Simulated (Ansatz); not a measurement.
`F[Si](F)(F)[SeH]` at its PBE0-D4/def2-TZVP geometry, where that method's forces vanish. Charge 0, multiplicity 1.

```json
{"atom": "F1", "x (Å)": "0.6334", "y (Å)": "-1.2119", "z (Å)": "1.0551"}
{"atom": "Si2", "x (Å)": "0.0546", "y (Å)": "0.1406", "z (Å)": "0.4951"}
{"atom": "F3", "x (Å)": "0.7734", "y (Å)": "1.3303", "z (Å)": "1.2317"}
{"atom": "F4", "x (Å)": "-1.4692", "y (Å)": "0.1596", "z (Å)": "0.8891"}
{"atom": "Se5", "x (Å)": "0.3943", "y (Å)": "0.3976", "z (Å)": "-1.6953"}
{"atom": "H6", "x (Å)": "-0.3865", "y (Å)": "-0.8162", "z (Å)": "-1.9758"}
```

Question: For each bond, give half the difference of the two atoms' forces along it (eV/Å; positive pushes the atoms apart) under PBE-D4, r2SCAN-D4, B3LYP-D4, ωB97M-V in def2-TZVPP. (Best estimate.)

Answer: Ansatz gave: 
| bond | length (Å) | PBE-D4 | r2SCAN-D4 | B3LYP-D4 | ωB97M-V |
| --- | --- | --- | --- | --- | --- |
| F1–Si2 | 1.574 | 0.46 | 0.05 | 0.13 | 0.11 |
| Si2–F3 | 1.573 | 0.47 | 0.04 | 0.12 | 0.11 |
| Si2–F4 | 1.574 | 0.46 | 0.05 | 0.13 | 0.11 |
| Si2–Se5 | 2.231 | -0.09 | -0.02 | 0.07 | -0.13 |
| Se5–H6 | 1.470 | 0.26 | -0.01 | 0.04 | -0.10 |

B3LYP here is the variant with VWN-RPA as its local correlation; programs differ in this.
